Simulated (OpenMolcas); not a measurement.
**Lines of Mo+: computed and rescaled rates**

```yaml
Program: OpenMolcas
Method: "SS-CASPT2, IPEA 0.25 Eh, imaginary shift 0.1 Eh (closed shells correlated: 4s 4p)"
Basis: ANO-RCC-VTZP [7s6p4d2f1g]
Scalar_Hamiltonian: DKH2, point nucleus
Active_space: 5 electrons in 11 orbitals (4d 5s 5d)
State_averaging: 2S+1 = 6 even, 6 roots; 2S+1 = 4 even, 17 roots kept (CI in the orbitals of an earlier block)
Spin-orbit_coupling: state interaction with AMFI integrals over the reference wave functions, term energies averaged over their components
```

Rates come from the transition moments of the reference wave functions (E1 and E2 in the length form). At fixed line strength A goes as λ^-3 for E1 and M1 and as λ^-5 for E2, so a rate at the computed wavelength can be rescaled to the measured one. Measured vacuum wavelengths follow from level energies in NIST Handbook of Basic Atomic Spectroscopic Data. Branching counts decays inside the model space alone, at computed energies, and the table is only a selection of the E2 and M1 lines, drawn from those between levels with measured partners whose computed energy lies within a factor of 1.5 of the measured one.

| Upper | Lower | Type | λ computed (nm) | λ measured (nm) | A computed (s-1) | A rescaled (s-1) | Branching % |
| --- | --- | --- | --- | --- | --- | --- | --- |
| 4d⁴ 5s ⁶D_5/2 | 4d⁴ 5s ⁶D_3/2 | M1 | 27980 | 26090 | 2.96e-03 | 3.65e-03 | 1.3 |
| 4d⁴ 5s ⁶D_7/2 | 4d⁴ 5s ⁶D_5/2 | M1 | 20380 | 20700 | 6.15e-03 | 5.87e-03 | 2.2 |
| 4d⁴ 5s ⁶D_9/2 | 4d⁴ 5s ⁶D_7/2 | M1 | 16310 | 17850 | 6.94e-03 | 5.29e-03 | 2.0 |
| 4d⁴ 5s ⁶D_1/2 | 4d⁵ ⁶S_5/2 | E2 | 824.4 | 848.7 | 1.75e-01 | 1.51e-01 | 100.0 |
| 4d⁴ 5s ⁶D_3/2 | 4d⁵ ⁶S_5/2 | E2 | 809.9 | 831 | 1.91e-01 | 1.68e-01 | 98.4 |
| 4d⁴ 5s ⁶D_3/2 | 4d⁵ ⁶S_5/2 | M1 | 809.9 | 831 | 2.55e-03 |  | 1.3 |
| 4d⁴ 5s ⁶D_5/2 | 4d⁵ ⁶S_5/2 | E2 | 787.1 | 805.3 | 2.21e-01 | 1.97e-01 | 98.0 |
| 4d⁴ 5s ⁶D_5/2 | 4d⁵ ⁶S_5/2 | M1 | 787.1 | 805.3 | 1.49e-03 |  | 0.7 |
| 4d⁴ 5s ⁶D_7/2 | 4d⁵ ⁶S_5/2 | E2 | 757.9 | 775.2 | 2.67e-01 | 2.39e-01 | 97.7 |
| 4d⁴ 5s ⁶D_9/2 | 4d⁵ ⁶S_5/2 | E2 | 724.2 | 742.9 | 3.35e-01 | 2.95e-01 | 98.0 |

Spin-changing lines and M1 lines between different terms are not rescaled, since their strength hangs on the term gaps too.

The largest correction is for 4d⁴ 5s ⁶D_9/2 → 4d⁴ 5s ⁶D_7/2 (M1): 6.94e-03 × (16310 / 17850)^3 = 5.29e-03 s-1, a factor of 0.76.

The computed rate and branching of 4d⁴ 5s ⁶D_1/2 → 4d⁵ ⁶S_5/2 give the upper level a radiative lifetime of 1.000 / 1.75e-01 s-1 = 5.71e+00 s, counting decays inside the model space alone. The rescaled rate gives about 6.6e+00 s.

These are rates of the free ion; in crystals, glasses and complexes forced electric-dipole and non-radiative decay shorten such lifetimes by orders of magnitude. No measured rate stands beside these. Rescaling mends the energy factor alone: line strengths can still be far off where a level mixes with configurations outside the active space, and weak or spin-changing lines hang on small mixing coefficients that depend on the term gaps too, so rescaling need not improve them.

CASPT2 breaks the degeneracy within a term, and the mean is taken; among the terms shown or strongly mixed into the levels shown the widest spread is 110 cm-1 (4d⁴ 5s ⁶D). Active for correlation alone: 5d; no level in the range computed is led by a configuration that fills it, so any true level of that kind is missing. Measured partners are found by configuration, term and J. A level has none where our copy of the source lacks it or the pairing is in doubt (some pairs that miss far off the trend of their configuration count as doubtful). Levels of configurations outside the active space are missing.
